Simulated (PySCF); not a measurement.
Predicted microwave data (PBE0/pcSseg-1 in PySCF (dipole) on a GFN2-xTB geometry, gas phase) for one isomer of C5H7NOSi:

```
Rotational constants : A = 3367, B = 996.7, C = 985.6 MHz
Dipole components    : |μa| = 2.47 D, |μb| = 0.22 D, |μc| = 0.54 D
Inertial defect      : -144.38 u·Å²
κ                    : -0.99
```

Question: Which structure is it? (One computed conformer of each.)
A. `[SiH3:1][O:2][c:3]1[cH:4][cH:5][cH:6][n:7][cH:8]1` with Si1–O2–C3–C4 180°
B. `[CH3:1]/[CH:2]=[CH:3]\[Si@@H:4]([C:5]#[N:6])[CH:7]=[O:8]` with C2–C3–Si4–C5 56°, C3–Si4–C7–O8 10°
C. `[O:1]=[C:2]=[N:3][SiH:4]1[CH2:5][CH:6]=[CH:7][CH2:8]1` with C2–N3–Si4–C5 -43° (1-isocyanato-1-silacyclopent-3-ene)

Answer: C. It is O=C=N[SiH]1CC=CC1. The candidates at the same level (rigid rotor, commonest isotopes):

```tsv
SMILES	A (MHz)	B (MHz)	C (MHz)	μa (D)	μb (D)	μc (D)	Δ (u·Å²)	point group	rotor
C/C=C\[Si@@H](C#N)C=O	2029	1257	845.1	1.67	2.13	1.89	-53.05	C1	asymmetric top
O=C=N[SiH]1CC=CC1	3367	996.7	985.6	2.47	0.22	0.54	-144.38	near Cs	–
[SiH3]Oc1cccnc1	5124	1039	872.7	1.04	1.38	0.00	-5.76	Cs	near-prolate asymmetric top
```

`[SiH3]Oc1cccnc1` has A 52 % too high; `C/C=C\[Si@@H](C#N)C=O` has A 40 % too low. No structure here is proved a minimum.
